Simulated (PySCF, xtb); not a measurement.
C₃H₈MgO, SMILES C[CH](C)[Mg][OH].

xtb with GFN2-xTB at its own geometry gives an orbital gap of 2.64 eV and a dipole moment of 3.08 D.

Geometry: PBE-D3(BJ)/def2-SVP. The structure was generated by enumeration; whether it is a known compound was not checked. The values are those of a single conformer.

What does PySCF with PBE/def2-TZVP give? (Estimate from the structure and the level; the computed values follow.)

gap 3.67 eV (levels -5.22 and -1.55 eV), dipole 0.64 D.
